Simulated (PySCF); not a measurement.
A structure optimised at PBE-D3(BJ)/def2-SVP, used in a PySCF frequency run:

```
C
H 1 1.1032
C 1 1.5078 2 114.27
F 3 1.3600 1 117.60 2 3.72
H 3 1.1049 4 113.60 1 -145.35
C 1 1.5078 2 114.27 3 -66.83
F 6 1.3600 1 117.60 2 -3.72
H 6 1.1049 7 113.60 1 145.35
Cl 1 1.7654 2 114.14 3 146.59
```

Task: Write its SMILES, formula and point group.

Result: F[C@@H]1[C@H](F)[C@H]1Cl, C₃H₃ClF₂, Cs

Task: What are its rotational constants (standard atomic weights)?

Result: 4.7350, 1.7945, 1.4029 GHz
